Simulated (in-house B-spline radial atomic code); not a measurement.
**Cr⁵⁺: [Ar] 3d1**

Method: Dirac-Kohn-Sham LDA VWN5, spherical fractional occupations, Fermi nucleus of rms radius 3.6452 fm. Calculated with a radial B-spline atomic code at the basis-set limit.

Z_r = [3n² - l(l+1)]/(2<r>); Z_e = n√(-2ε); the last column is Slater's effective charge. Values are occupation-weighted means over j.

```csv
shell,electrons,ε (eV),<r> (bohr),Z_r,Z_e,Slater
1s,2,-5951.6,0.06368,23.56,20.91,23.70
2s,2,-754.18,0.2936,20.43,14.89,19.85
2p,6,-648.8,0.2601,19.22,13.81,19.85
3s,2,-154.43,0.8624,15.65,10.11,12.75
3p,6,-125.13,0.8948,13.97,9.10,12.75
3d,1,-79.411,0.9512,11.04,7.25,6.00
```

The least bound orbital is 3d5/2 at -79.35 eV, and it is also the most diffuse (<r> = 0.952 bohr).

Spin-orbit splittings of the orbital energies (j = l + 1/2 above j = l - 1/2 when positive): 2p 8.612 eV, 3p 1.193 eV, 3d 0.1456 eV.

For the 1s electron the small component carries 0.739 % of the norm, the zero-frequency Breit interaction raises the level by 6.465 eV, self-energy by 3.119 eV, and vacuum polarisation lowers it by 0.2541 eV.
